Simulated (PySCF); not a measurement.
## Radial density of P²⁺ (phosphorus, charge +2)

UHF, [Ne] 3s2 3p1, 2P determinant. Computed with PySCF 2.14 in cc-pV(T+d)Z (5s4p3d1f, 39 functions), with no relativity, point nucleus.

```csv
r (bohr),4πr²ρ (e/bohr),4πr²(ρα − ρβ)
0.00136,0.04911,0.0000
0.00229,0.1349,0.0000
0.00386,0.3645,0.0000
0.00649,0.9527,0.0000
0.0109,2.362,0.0001
0.0184,5.349,0.0002
0.0309,10.43,0.0007
0.0519,15.86,0.0034
0.0873,16.38,0.0160
0.147,11.49,0.0563
0.247,12.75,0.1161
0.416,15.68,0.0797
0.699,6.766,0.0048
1.18,2.025,0.3757
1.98,1.592,0.5409
3.33,0.1996,0.0953
5.60,0.002621,0.0018
```
